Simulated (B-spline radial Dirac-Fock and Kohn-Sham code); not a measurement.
# The free magnesium atom: differential elastic cross section for positrons at 138 eV

Method: relativistic (Dirac) partial waves in the static field of the Dirac-Fock atom, without polarisation or absorption potentials. Computed with a B-spline atomic structure program. Below a few hundred eV the neglected polarisation potential matters, most of all at small angles.

```
θ (°)  dσ/dΩ (a₀²/sr)
    0            49.8
    1            49.4
    2            48.3
    3            46.6
    5            41.6
    7            35.3
   10            25.5
   15            13.0
   20            6.31
   25            3.28
   30            1.90
   40           0.819
   50           0.432
   60           0.259
   70           0.171
   80           0.122
   90          0.0920
  100          0.0730
  110          0.0603
  120          0.0515
  130          0.0452
  140          0.0409
  150          0.0378
  160          0.0358
  170          0.0346
  180          0.0343
```

Problem. What integrated cross sections go with this distribution?

Solution. The total elastic cross section is 11.0 a₀², the first transport cross section 1.51 a₀² and the second, weighted with (3/2) sin²θ, 2.86 a₀². The mean deflection is ⟨1 − cos θ⟩ = 0.137, and 3.1 % of the collisions scatter beyond 90°.

Phase shifts modulo π (rad) for κ = −1 to −5: 1.197, -1.106, -0.687, -0.461, -0.322.
